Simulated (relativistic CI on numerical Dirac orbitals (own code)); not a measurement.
**Fe+ in a cubic cluster: 1s photoemission with charge transfer**

Computed with a charge-transfer multiplet model of a cubic metal-ligand cluster with up to 2 ligand holes, Slater and spin-orbit integrals from Dirac-Coulomb-Breit ions, Slater integrals scaled by 0.7. The ground state mixes d7 with configurations of k ligand holes L, whose averages lie at kΔ + k(k − 1)U_dd/2; a core hole lowers each added d electron by U_cd. 20 K, Lorentzian 1.1 eV and Gaussian 0.6 eV FWHM.

Atomic integrals in eV (Slater integrals scaled, ζ unscaled), ground: F2dd 6.782, F4dd 4.176, zeta_d 0.042; with the core hole: F2dd 8.132, F4dd 5.049, zeta_d 0.065, G2cd 0.042.

Cluster parameters (eV): Δ = 7.1, U_dd = 6.9, 10Dq = 0.55, 10Dq(ligand) = 0.1, V(eg) = 1.75, V(t2g) = -0.91, final-state hopping factor = 0.8.

```csv
Case,n_d,d7,d8L,d9L2,S
U_cd = 6.2 eV,7.08,0.92,0.08,0.00,1.50
U_cd = 6.8 eV,7.08,0.92,0.08,0.00,1.50
U_cd = 8 eV,7.08,0.92,0.08,0.00,1.50
U_cd = 8.6 eV,7.08,0.92,0.08,0.00,1.50
U_cd = 9.8 eV,7.08,0.92,0.08,0.00,1.50
```

Weights, n_d and S are thermal averages at 20 K. Binding energies count from the first peak over 30 % of the highest in each spectrum, which can be another peak from case to case. The parameters are a model scan and need not match a compound or its usual spin state. Peaks in eV (height, largest 100):
- U_cd = 6.2 eV: 0.0 (100), 4.2 (9)
- U_cd = 6.8 eV: 0.0 (100), 4.0 (13)
- U_cd = 8 eV: 0.0 (100), 4.0 (27)
- U_cd = 8.6 eV: 0.0 (100), 4.1 (40)
- U_cd = 9.8 eV: 0.0 (100), 4.4 (84)

Curve for U_cd = 9.8 eV (points under 2 left out, the grid thinned):

```json
{"E (eV)": "-3.2", "Intensity": "4.1"}
{"E (eV)": "-2.9", "Intensity": "4.9"}
{"E (eV)": "-2.6", "Intensity": "6.0"}
{"E (eV)": "-2.3", "Intensity": "7.5"}
{"E (eV)": "-2.1", "Intensity": "8.8"}
{"E (eV)": "-1.8", "Intensity": "11.7"}
{"E (eV)": "-1.5", "Intensity": "16.2"}
{"E (eV)": "-1.2", "Intensity": "24.0"}
{"E (eV)": "-0.9", "Intensity": "37.7"}
{"E (eV)": "-0.6", "Intensity": "60.5"}
{"E (eV)": "-0.3", "Intensity": "87.8"}
{"E (eV)": "0.0", "Intensity": "100.0"}
{"E (eV)": "0.2", "Intensity": "92.8"}
{"E (eV)": "0.5", "Intensity": "69.6"}
{"E (eV)": "0.8", "Intensity": "49.6"}
{"E (eV)": "1.1", "Intensity": "37.2"}
{"E (eV)": "1.4", "Intensity": "28.7"}
{"E (eV)": "1.7", "Intensity": "22.9"}
{"E (eV)": "2.0", "Intensity": "20.1"}
{"E (eV)": "2.2", "Intensity": "19.7"}
{"E (eV)": "2.5", "Intensity": "20.9"}
{"E (eV)": "2.8", "Intensity": "23.7"}
{"E (eV)": "3.1", "Intensity": "27.7"}
{"E (eV)": "3.4", "Intensity": "34.2"}
{"E (eV)": "3.7", "Intensity": "46.2"}
{"E (eV)": "4.0", "Intensity": "65.4"}
{"E (eV)": "4.2", "Intensity": "78.2"}
{"E (eV)": "4.5", "Intensity": "83.2"}
{"E (eV)": "4.8", "Intensity": "66.7"}
{"E (eV)": "5.1", "Intensity": "43.9"}
{"E (eV)": "5.4", "Intensity": "27.5"}
{"E (eV)": "5.7", "Intensity": "18.2"}
{"E (eV)": "6.0", "Intensity": "12.9"}
{"E (eV)": "6.2", "Intensity": "10.6"}
{"E (eV)": "6.5", "Intensity": "8.1"}
{"E (eV)": "6.8", "Intensity": "6.4"}
{"E (eV)": "7.1", "Intensity": "5.3"}
{"E (eV)": "7.4", "Intensity": "4.6"}
{"E (eV)": "7.7", "Intensity": "4.2"}
{"E (eV)": "8.0", "Intensity": "4.0"}
{"E (eV)": "8.3", "Intensity": "3.8"}
{"E (eV)": "8.5", "Intensity": "3.5"}
{"E (eV)": "8.8", "Intensity": "2.9"}
{"E (eV)": "9.1", "Intensity": "2.4"}
{"E (eV)": "9.4", "Intensity": "2.0"}
```

For the case U_cd = 8 eV, Δ = 7.1 eV is larger than U_dd = 6.9 eV, the Mott-Hubbard side of the Zaanen-Sawatzky-Allen scheme. With the core hole the configuration with one ligand hole lies at Δ − U_cd = 0.9, 0.3, -0.9, -1.5, -2.7 eV from the one without, in the order of the table; where this is negative the screened configuration lies lower, though the effective hopping of about 2.0 eV (from the holes of the mixed ground state) mixes the two strongly wherever it is as large as the gap.
